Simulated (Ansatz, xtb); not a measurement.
**Two isomers of C4H4BCl3**

We compare I, `C#C[C@H](CCl)B(Cl)Cl`, a singlet, with II, `ClB(Cl)[C@@H]1CC=C1Cl`, a singlet. Both are isolated molecules in the gas phase, relaxed with B3LYP-D3(BJ)/def2-SVP; each stands in its lowest conformer found.

Problem. Estimate E(II) − E(I) at the level CCSD(T)/def2-SVP + ΔMP2/def2-TZVPP.

Solution. Calculated at CCSD(T)/def2-SVP + ΔMP2/def2-TZVPP: E(II) − E(I) = −0.350 eV, so structure II lies lower.

Level by level:

```tsv
level	geometry	E(II) − E(I) (eV)	departure from the last row (eV)	job, with rough time for the two
GFN2-xTB	GFN2-xTB	−0.798	−0.447	optimisation, 0.53 s
HF/STO-3G	GFN2-xTB	−0.723	−0.373	single point, 0.52 s
r2SCAN-D4/def2-SVP	GFN2-xTB	−0.628	−0.277	single point, 4.8 s
B3LYP-D3(BJ)/def2-SVP	B3LYP-D3(BJ)/def2-SVP	−0.472	−0.121	optimisation, 82 s
HF/def2-SVP	B3LYP-D3(BJ)/def2-SVP	−0.186	+0.165	part of the CCSD(T) run
MP2/def2-SVP	B3LYP-D3(BJ)/def2-SVP	−0.372	−0.022	part of the CCSD(T) run
CCSD(T)/def2-SVP	B3LYP-D3(BJ)/def2-SVP	−0.378	−0.027	single point
CCSD(T)/def2-SVP + ΔMP2/def2-TZVPP	B3LYP-D3(BJ)/def2-SVP	−0.350		single point, 84 s
```

As drawn, II has 1 C–C, 1 C=C in place of 1 C≡C. Structure I has no ring, II a 4-membered ring.

The levels shown agree on the order. The largest departure from CCSD(T)/def2-SVP + ΔMP2/def2-TZVPP is that of GFN2-xTB, 0.447 eV. The last row adds to CCSD(T) the change of the MP2 difference between the two basis sets, here +0.027 eV.

With thermal terms from frequencies at re-optimised GFN2-xTB minima (ideal gas, soft modes damped towards free rotors, one conformer each, 298.15 K, 1 atm): the zero-point term adds +0.067 eV; ΔH is −0.316 and ΔG −0.247 eV.

The correlated steps freeze 20 core orbitals. Run with Ansatz 0.2.0, xtb 6.7.1; the last row on 4 threads of Arm Neoverse V1 on a shared host.
